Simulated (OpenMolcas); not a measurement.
# Mn4+: CASPT2 settings compared

- Program: OpenMolcas
- Basis: ANO-L-VQZP [7s6p4d3f2g]
- Scalar Hamiltonian: non-relativistic, point nucleus
- Active space: 3 electrons in 5 orbitals (3d)
- State averaging: 2S+1 = 4 even, 10 roots; 2S+1 = 2 even, 35 roots kept (CI in the orbitals of an earlier block)
- Spin-orbit coupling: state interaction with AMFI integrals over the reference wave functions, term energies averaged over their components

Methods on the same reference wave functions:
A. CASSCF
B. SS-CASPT2, IPEA 0 Eh, no level shift (closed shells correlated: 2s 2p 3s 3p)
C. SS-CASPT2, IPEA 0.15 Eh, imaginary shift 0.15 Eh (closed shells correlated: 3s 3p)
D. SS-CASPT2, IPEA 0.15 Eh, sigma1 regulariser 0.25 Eh (closed shells correlated: 3s 3p)

Energies in cm⁻¹ above 3d³ ⁴F_3/2, the measured ground level; measured values from Corliss and Sugar, J. Phys. Chem. Ref. Data 6, 1253 (1977).

```tsv
Level	A	B	C	D	Measured
3d³ ⁴F_3/2	0.0	0.0	0.0	0.0	0.0
3d³ ⁴F_5/2	372	375	375	375	359
3d³ ⁴F_7/2	878	883	883	883	835
3d³ ⁴F_9/2	1507	1509	1509	1509	1412
3d³ ⁴P_1/2	20600	16670	16930	16930	16434
3d³ ⁴P_3/2	20754	16820	17090	17090	16595
3d³ ²G_7/2	21089	17660	17980	17980	17892
3d³ ⁴P_5/2	21203	17260	17530	17530	17049
3d³ ²G_9/2	21614	18200	18510	18510	18399
3d³ ²P_1/2	27869	24450	24690	24690	23082
3d³ ²H_9/2	27936	24940	25150	25150	24975
3d³ ²H_11/2	28330	25340	25550	25550	25334
3d³ ²D_5/2	30816	24730	25130	25130	24630
3d³ ²F_7/2	48129	40900	41310	41310	40423
3d³ ²F_5/2	48374	41150	41550	41550	40707
```

Deviations, from unrounded energies. A percentage is the sum of absolute deviations over the sum of measured energies, with the sign that they share, or ± where signs differ.

```
                        Against measurement  Levels      A     B     C     D
             mean absolute deviation (cm-1)      14   3700   260   430   430
      fine structure of the ground term (%)       3   +5.8  +6.2  +6.1  +6.1
other terms of the ground configuration (%)      11  +19.3  ±1.3  +2.2  +2.2
```

B lies closest to measurement on these levels and A furthest from it. The largest miss of B in the table is 3d³ ²P_1/2, by +1400 cm-1. The ranking rests on the paired levels alone, and a cruder setting can come out closer through cancelling errors.

Among B to D the level of the table that moves most is 3d³ ²F_5/2, by 400 cm-1 (lowest in B, highest in C). Moves below CASPT2's spread within the term are not significant.

The mean deviations of B to D differ by less than CASPT2's widest spread within a term (880 cm-1), so their order carries little weight.

From A to B the spin-free energies of the other terms of 3d³ shown, above ⁴F, scale by factors of 0.79 to 0.89, as is usual when dynamic correlation screens the repulsion within a d or f shell.

The lowest spin-free term lies below A's lowest term by 0.393 hartree in B, 0.338 hartree in C, 0.338 hartree in D.

CASPT2 breaks the degeneracy within a term, and the mean is taken; among the terms shown or strongly mixed into the levels shown the widest spread is 880 cm-1 (3d³ ²H, B). Terms from blocks run as CI alone lack orbitals of their own. Without dynamic correlation excited terms often stand tens of per cent too high (terms of higher spin than the ground term too low), and those without a measured partner can miss by more than the paired ones (holds for A). The CASPT2 spread within a term exceeds the gap to the next term for 3d³ ²D and 3d³ ²P, 3d³ ²P and 3d³ ²H, so the order of their levels is uncertain, and so are names and mixing where such terms share a J (holds for B; C; D). Computed and measured levels are paired by configuration, term and J; levels that our copy of the source lacks, or whose pairing is in doubt (as where it misses far off the trend of its configuration), stay unpaired and out of the deviations. Only configurations of the active space appear. The table leaves out levels that lie high or whose names do not pair safely across all columns.
